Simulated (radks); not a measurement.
Values are calculated unless marked as measured or tabulated.
Excited configurations of Si8+: one electron is placed in a higher orbital outside [He] 2s2 2p1. The ground configuration is [He] 2s2 2p2. Level of theory: non-relativistic Kohn-Sham, TPSS, spin-polarised, spherical densities, point nucleus; open shells are filled with parallel spins first; meta-GGA in the generalised Kohn-Sham scheme (a radial shooting solver on a logarithmic mesh with Libxc functionals). Excitation = E - E(ground); binding = E(ion) - E, where the ion is the core of charge +9; n* = 9/sqrt(2 binding) in atomic units, and the quantum defect is n - n*.

| outer orbital | excitation (eV) | binding (eV) | n* | quantum defect | eigenvalue (eV) | <r> (bohr) |
|---|---|---|---|---|---|---|
| 3s | 202.31 | 150.09 | 2.710 | 0.290 | -142.92 | 1.238 |
| 3p | 212.33 | 140.07 | 2.805 | 0.195 | -132.48 | 1.216 |
| 4p | 275.56 | 76.844 | 3.787 | 0.213 | -72.924 | 2.307 |
| 4d | 279.54 | 72.859 | 3.889 | 0.111 | -68.720 | 2.207 |
| 4f | 283.01 | 69.389 | 3.985 | 0.015 | -64.873 | 1.981 |
| 5p | 303.95 | 48.454 | 4.769 | 0.231 | -46.176 | 3.719 |
| 6p | 319.07 | 33.332 | 5.750 | 0.250 | -31.845 | 5.457 |
| 6f | 320.89 | 31.506 | 5.914 | 0.086 | -29.859 | 5.221 |
| 7f | 329.16 | 23.241 | 6.886 | 0.114 | -22.128 | 7.326 |

The Delta-SCF ionisation energy is 352.40 eV (NIST Atomic Spectra Database: 351.3 eV, semi-empirical). Self-interaction in the functional shifts the binding energies and quantum defects, so they are the method's values and not measured ones. Open shells are spherical and high-spin; term and fine-structure splittings are not resolved.
